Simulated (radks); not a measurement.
Rh+, 44 electrons, occupied as [Ar] 3d10 4s2 4p5 4d9 (not the ground configuration).

Calculated with a radial shooting solver on a logarithmic mesh with Libxc functionals: scalar-relativistic Kohn-Sham, BP86, spin-polarised, spherical densities, finite nucleus; open shells are filled with parallel spins first (spin-orbit coupling, left out, can overturn this in heavy ions); Fermi nuclear charge, rms radius 4.4945 fm.

Energy parts (eV):
| part | energy |
|---|---|
| total | -130154.773 |
| kinetic | 134789.687 |
| electron-nucleus | -313722.609 |
| Hartree | 52566.030 |
| exchange-correlation | -3787.881 |

Orbitals (lengths in bohr, moments of r in powers of bohr; r(max) is where P^2 peaks; r(90%) holds 90 % of the orbital's charge):
1s up: occ. 1; eigenvalue (eV) -23054.38; <r> 0.03263; r(max) 0.02117; r(90%) 0.0585
1s down: occ. 1; eigenvalue (eV) -23054.17; <r> 0.03263; r(max) 0.02117; r(90%) 0.0585
2s up: occ. 1; eigenvalue (eV) -3351.119; <r> 0.1419; r(max) 0.1198; r(90%) 0.219
2s down: occ. 1; eigenvalue (eV) -3350.824; <r> 0.1419; r(max) 0.1198; r(90%) 0.219
2p up: occ. 3; eigenvalue (eV) -3004.609; <r> 0.1237; r(max) 0.09574; r(90%) 0.201
2p down: occ. 3; eigenvalue (eV) -3004.283; <r> 0.1237; r(max) 0.09574; r(90%) 0.201
3s up: occ. 1; eigenvalue (eV) -607.3355; <r> 0.3906; r(max) 0.3514; r(90%) 0.576
3s down: occ. 1; eigenvalue (eV) -607.0302; <r> 0.3906; r(max) 0.3515; r(90%) 0.576
3p up: occ. 3; eigenvalue (eV) -493.3920; <r> 0.3905; r(max) 0.3446; r(90%) 0.588
3p down: occ. 3; eigenvalue (eV) -493.0472; <r> 0.3904; r(max) 0.3447; r(90%) 0.588
3d up: occ. 5; eigenvalue (eV) -311.0949; <r> 0.3704; r(max) 0.2914; r(90%) 0.588
3d down: occ. 5; eigenvalue (eV) -310.6871; <r> 0.3702; r(max) 0.2914; r(90%) 0.588
4s up: occ. 1; eigenvalue (eV) -92.6479; <r> 0.9766; r(max) 0.8797; r(90%) 1.42
4s down: occ. 1; eigenvalue (eV) -90.8611; <r> 0.9775; r(max) 0.8792; r(90%) 1.42
4p up: occ. 3; eigenvalue (eV) -60.3961; <r> 1.075; r(max) 0.9414; r(90%) 1.59
4p down: occ. 2; eigenvalue (eV) -58.6626; <r> 1.078; r(max) 0.9416; r(90%) 1.60
4d up: occ. 5; eigenvalue (eV) -15.1555; <r> 1.494; r(max) 1.131; r(90%) 2.39
4d down: occ. 4; eigenvalue (eV) -13.8329; <r> 1.532; r(max) 1.140; r(90%) 2.48

The highest occupied level is 4d down at -13.833 eV. The spin density at the nucleus is -0.6430 e/bohr^3 (1s -0.6114, 2s -0.1836, 3s 0.3414, 4s -0.1893). The density falls to 0.001 e/bohr^3 at r = 3.72 bohr.
